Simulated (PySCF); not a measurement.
Geometry:
| atom | x (Å) | y (Å) | z (Å) |
| --- | --- | --- | --- |
| C1 | -2.090 | -0.614 | 0.390 |
| S2 | -1.120 | -1.084 | -1.082 |
| Si3 | 0.030 | 0.689 | -1.370 |
| O4 | 1.148 | 0.891 | -0.159 |
| Si5 | 2.061 | -0.099 | 0.820 |
| H6 | -1.440 | -0.415 | 1.253 |
| H7 | -2.721 | 0.262 | 0.186 |
| H8 | -2.737 | -1.469 | 0.626 |
| H9 | 0.700 | 0.496 | -2.685 |
| H10 | -0.843 | 1.895 | -1.359 |
| H11 | 1.187 | -0.782 | 1.821 |
| H12 | 2.781 | -1.130 | 0.014 |
| H13 | 3.048 | 0.758 | 1.533 |

Geometry: PBE0-D3(BJ)/def2-SVP; GIAO shifts from PySCF, gas phase, non-relativistic, averaged over equivalent atoms.

At CAM-B3LYP/pcSseg-1 (146 basis functions, 17 s wall time on 1 thread of an Arm Neoverse V1, shared host):
```tsv
atoms	δ (ppm)
C1	13.4
S2	-134.9
Si3	-10.1
Si5	-40.9
O4	31.0
H9/H10	5.15
H11/H12/H13	4.86
H6/H7/H8	2.08
```

Referencing at the same level of theory: ¹³C (σref 182.45) and ²⁹Si (σref 343.41) and ¹H (σref 31.33) vs TMS; CS2 for ³³S (σref 487.21); H2O for ¹⁷O (σref 338.55).

**Question.** Estimate the result of repeating the calculation with PBE0/6-311+G(2d,p).

**Answer.** 
| atoms | δ at PBE0/6-311+G(2d,p) | change |
| --- | --- | --- |
| C1 | 14.4 | +1.0 |
| S2 | -110.4 | +24.5 |
| Si3 | -10.8 | -0.7 |
| Si5 | -38.5 | +2.4 |
| O4 | 33.1 | +2.1 |
| H9/H10 | 5.65 | +0.50 |
| H11/H12/H13 | 5.29 | +0.43 |
| H6/H7/H8 | 2.25 | +0.17 |

Scale: ¹³C (186.44 ppm) and ²⁹Si (344.43 ppm) and ¹H (31.51 ppm) against TMS; CS2 for ³³S (507.15 ppm); H2O for ¹⁷O (326.57 ppm) (reference shieldings calculated alike).

The largest change is at S2 (sulfur bonded to C, Si). Cost: 207 basis functions, 47 s wall time on 1 thread of an Arm Neoverse N1, shared host.

Experimental scales use liquid or dissolved standards, which lie at an offset from isolated H2O (liquid H2O: subtract about 36 ppm).
